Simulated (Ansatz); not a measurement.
Mulliken charges of F3H3O2Si2 (`O[SiH](O)[Si](F)(F)F`) from B3LYP/def2-TZVPP in Ansatz (PBE0-D4/def2-TZVP geometry).

| atom | x (Å) | y (Å) | z (Å) | charge (e) |
| --- | --- | --- | --- | --- |
| O1 | 0.812 | -0.118 | -1.744 | -0.375 |
| Si2 | -0.196 | -0.509 | -0.521 | 0.499 |
| O3 | 0.275 | -1.909 | 0.193 | -0.374 |
| Si4 | 0.023 | 1.279 | 0.972 | 0.875 |
| F5 | -0.483 | 2.648 | 0.357 | -0.299 |
| F6 | -0.851 | 1.016 | 2.268 | -0.305 |
| F7 | 1.509 | 1.510 | 1.458 | -0.296 |
| H8 | 0.922 | -0.727 | -2.476 | 0.186 |
| H9 | -1.609 | -0.659 | -0.971 | -0.105 |
| H10 | -0.402 | -2.531 | 0.463 | 0.195 |

Problem. By hand: the dipole of these point charges (1 e Å = 4.8032 D).

Solution. Σ q r = (-0.266, -0.485, -0.326) e Å, of length 0.642 e Å = 3.08 D.

Problem. How does the dipole of the full density compare? (Estimate.)

Solution. Ansatz gave: (-0.291, -0.678, -0.419) e Å, 4.08 D; the point charges give 0.75 times that, at 5° from its direction.

Point charges leave out the atoms' own dipoles, such as those of lone pairs, and Mulliken's split depends on the basis, so the two needn't agree.

B3LYP here is the variant with VWN-RPA as its local correlation; programs differ in this.
